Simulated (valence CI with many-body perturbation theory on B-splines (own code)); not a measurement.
E1 line list for Sm¹³⁺

Method: valence CI with perturbative core correlation (CI+MBPT): three valence electrons over a frozen Dirac-Fock core [Kr] 4d10, radial functions for each j: 8 s, 8 p, 9 d, 9 f, 6 g, 3 h, 2 i, with the one-electron correlation potential Σ1, the two-electron term Σ2, the three-electron term Σ3, Breit, model QED; selected CI, second order for the rest (own B-spline code, finite nucleus).

No measured levels were compared; by estimate terms of the open shell hold to a few per cent of their energy, and close levels can change places; configurations with another count of f electrons can be misplaced by thousands of cm⁻¹. Core correlation moves these levels by up to 57000 cm⁻¹, and in measured spectra 5 to 20 % of such shifts remained as error; rates that hang on mixing are uncertain with them.

Lines 1 to 50 of 226 in falling wavelength, among levels below 141630 cm⁻¹, chosen from the strongest by gf and those to the six lowest levels. Wavelengths and rates use the calculated energies, so an error of 2000 cm⁻¹ moves a line at 1514 nm by 30 % and its rate by three times that or more. Electric multipoles are in the length gauge, E1 and E2 with the static RPA response of the core. Weak lines are less certain than strong ones. Lines between different terms over intervals too small for the method are left out, as are lines whose strength nearly cancels. Where a level lies close to another of its J and parity, the split of strength between their lines is uncertain.

Names give the largest LS component (configuration and term), which can be under half, so a name can repeat, a term be missing and a line seem to break the LS rules; names also repeat where a configuration has a term twice. Letters in brackets count levels of one name in rising energy.

```csv
λ vac (nm),Upper,Lower,A (s⁻¹),S (a.u.)
1514,4f³ ²P°_1/2,4f²5s ²S_1/2,9.29e+01,3.18e-04
834.6,4f³ ²P°_3/2,4f²5s ²S_1/2,1.26e+02,1.44e-04
675.5,4f²5s ⁴H_7/2,4f5s² ²F°_7/2,3.41e-02,4.15e-08
585.9,4f²5s ⁴H_9/2,4f5s² ²F°_7/2,9.96e+00,9.89e-06
476.3,4f²5s ⁴H_7/2,4f5s² ²F°_5/2,1.18e+01,5.05e-06
396.5,4f²5s ⁴F_5/2,4f5s² ²F°_7/2,2.85e+01,5.26e-06
366.7,4f²5s ⁴F_7/2,4f5s² ²F°_7/2,1.36e+01,2.65e-06
364.1,4f³ ⁴F°_3/2,4f²5s ²P_1/2,3.56e+02,3.39e-05
364.0,4f²5s ²H_9/2,4f5s² ²F°_7/2,4.78e+02,1.14e-04
349.5,4f³ ⁴S°_3/2,4f²5s ²P_3/2,1.00e+03,8.43e-05
341.4,4f²5s ⁴F_9/2,4f5s² ²F°_7/2,1.54e+02,3.03e-05
334.2,4f²5s ⁴F_3/2,4f5s² ²F°_5/2,1.84e+02,1.36e-05
321.9,4f³ ⁴S°_3/2,4f²5s ²P_1/2,5.19e+02,3.42e-05
318.3,4f²5s ⁴F_5/2,4f5s² ²F°_5/2,9.47e+01,9.04e-06
298.8,4f²5s ⁴F_7/2,4f5s² ²F°_5/2,1.08e+02,1.13e-05
298.3,4f²5s ²G_7/2,4f5s² ²F°_7/2,3.36e+02,3.52e-05
274.8,4f²5s ²F_5/2,4f5s² ²F°_7/2,4.49e+01,2.76e-06
274.6,4f²5s ²G_9/2,4f5s² ²F°_7/2,2.77e+03,2.83e-04
262.1,4f³ ⁴S°_3/2,4f²5s ⁴P_5/2,1.85e+04,6.57e-04
253.8,4f³ ⁴I°_9/2,4f²5s ²G_7/2,3.62e+02,2.92e-05
251.8,4f²5s ²G_7/2,4f5s² ²F°_5/2,2.26e+03,1.42e-04
246.9,4f³ ²D°_3/2 [a],4f²5s ²P_3/2,3.84e+03,1.14e-04
244.3,4f³ ⁴S°_3/2,4f²5s ⁴P_3/2,1.68e+04,4.83e-04
238.4,4f³ ²H°_11/2 [a],4f²5s ²I_13/2,3.37e+02,2.70e-05
238.3,4f²5s ²F_7/2,4f5s² ²F°_7/2,2.55e+03,1.36e-04
235.1,4f³ ⁴S°_3/2,4f²5s ⁴P_1/2,5.91e+03,1.51e-04
234.8,4f²5s ²F_5/2,4f5s² ²F°_5/2,3.39e+03,1.30e-04
232.8,4f³ ²D°_3/2 [a],4f²5s ²P_1/2,1.86e+04,4.62e-04
229.2,4f³ ⁴I°_9/2,4f²5s ⁴F_9/2,3.88e+02,2.31e-05
227.5,4f³ ²P°_1/2,4f²5s ²P_3/2,5.20e+03,6.04e-05
222.9,4f³ ²D°_5/2 [a],4f²5s ²P_3/2,2.94e+04,9.64e-04
215.5,4f³ ²P°_1/2,4f²5s ²P_1/2,3.07e+04,3.04e-04
214.4,4f³ ⁴S°_3/2,4f²5s ²D_5/2,2.09e+04,4.06e-04
212.4,4f³ ²K°_13/2,4f²5s ²I_11/2,1.51e+04,1.00e-03
212.0,4f³ ²K°_13/2,4f²5s ²I_13/2,3.54e+03,2.33e-04
207.7,4f²5s ²F_7/2,4f5s² ²F°_5/2,3.14e+02,1.11e-05
204.7,4f²5s ²D_5/2,4f5s² ²F°_7/2,3.53e+03,8.96e-05
204.7,4f³ ⁴I°_11/2,4f²5s ²H_9/2,3.99e+02,2.03e-05
202.7,4f³ ²P°_3/2,4f²5s ²P_3/2,4.68e+04,7.70e-04
199.8,4f³ ²D°_3/2 [a],4f²5s ⁴P_5/2,1.21e+04,1.90e-04
197.2,4f³ ²K°_15/2,4f²5s ²I_13/2,8.57e+03,5.19e-04
197.1,4f³ ²H°_9/2 [a],4f²5s ²F_7/2,2.63e+03,9.92e-05
190.7,4f³ ⁴I°_9/2,4f²5s ⁴H_11/2,1.92e-01,6.56e-09
189.3,4f³ ²D°_3/2 [a],4f²5s ⁴P_3/2,1.19e+03,1.60e-05
187.5,4f³ ⁴D°_5/2,4f²5s ²P_3/2,1.18e+04,2.30e-04
187.1,4f³ ⁴F°_7/2,4f²5s ²F_7/2,8.84e+02,2.29e-05
183.8,4f³ ²D°_5/2 [a],4f²5s ⁴P_5/2,1.91e+04,3.51e-04
181.7,4f²5s ²D_5/2,4f5s² ²F°_5/2,2.65e+02,4.70e-06
180.2,4f³ ⁴F°_3/2,4f²5s ²F_5/2,4.27e+03,4.93e-05
180.0,4f³ ⁴F°_9/2,4f²5s ²F_7/2,5.76e+03,1.66e-04
```
